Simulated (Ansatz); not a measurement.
Basis-set extrapolation for C₂H₉NO₂Si (`CO[Si](C)(N)O`) (PBE0-D4/def2-TZVP geometry, frozen core, Ansatz). Multiplicity 1, RHF reference.

```csv
,def2-TZVPP,def2-QZVPP
HF,-574.372495,-574.396237
MP2 correlation,-1.163315,-1.250151
CCSD(T) correlation,-1.250872,not run
```

Energies in hartree. Use E(X) = E(∞) + A·exp(−7.88·√X) for Hartree–Fock and E(X) = E(∞) + B·X^(−2.97) for correlation, with X = 3 and 4, and add CCSD(T) minus MP2 of the smaller set to the MP2 limit.

Problem. What is the CCSD(T) energy at the basis-set limit?

Solution. HF limit: -574.396237 + (-0.023742) × 0.13774 = -574.39951. MP2 limit: -1.250151 + (-0.086836) × 0.74074 = -1.31447. Higher-order term: -1.250872 − (-1.163315) = -0.08756. Total: -575.80154 hartree, 4.85 eV below CCSD(T)/def2-TZVPP.
